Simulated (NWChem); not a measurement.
# C₄H₈O; SMILES C1[C@@H](OC1)C

```xyz
13

C     -0.0304    -1.8193    -0.2579
C      0.0012    -0.4759     0.4443
C      1.0814     0.5519     0.0332
C     -0.1163     1.4746    -0.2623
O     -1.0588     0.4101    -0.0073
H     -0.9707    -2.3402    -0.0445
H      0.0512    -1.6905    -1.3430
H      0.7976    -2.4525     0.0847
H     -0.0617    -0.6166     1.5341
H      1.7691     0.8784     0.8177
H      1.6548     0.2579    -0.8511
H     -0.2029     1.8623    -1.2849
H     -0.2401     2.3074     0.4439
```
Atoms are numbered in this order, from 1.

All runs use the structure optimised with B3LYP/6-31G* (spherical d).

Give the principal values of the shielding tensors (ppm) of C1, C2, C3, C4, O5 from PBE0/pcSseg-1, GIAO (NWChem), with their diamagnetic and paramagnetic parts as GIAO splits them.


```json
[
 {"atom": "C1", "σ11": "146.4", "σ22": "148.2", "σ33": "182.4", "isotropic": "159.0", "diamagnetic": "248.3", "paramagnetic": "-89.3"},
 {"atom": "C2", "σ11": "72.0", "σ22": "86.6", "σ33": "153.8", "isotropic": "104.1", "diamagnetic": "245.9", "paramagnetic": "-141.8"},
 {"atom": "C3", "σ11": "139.0", "σ22": "143.1", "σ33": "180.1", "isotropic": "154.1", "diamagnetic": "246.6", "paramagnetic": "-92.5"},
 {"atom": "C4", "σ11": "86.8", "σ22": "93.6", "σ33": "168.1", "isotropic": "116.2", "diamagnetic": "245.4", "paramagnetic": "-129.3"},
 {"atom": "O5", "σ11": "217.4", "σ22": "273.1", "σ33": "352.0", "isotropic": "280.8", "diamagnetic": "393.7", "paramagnetic": "-112.8"}
]
```
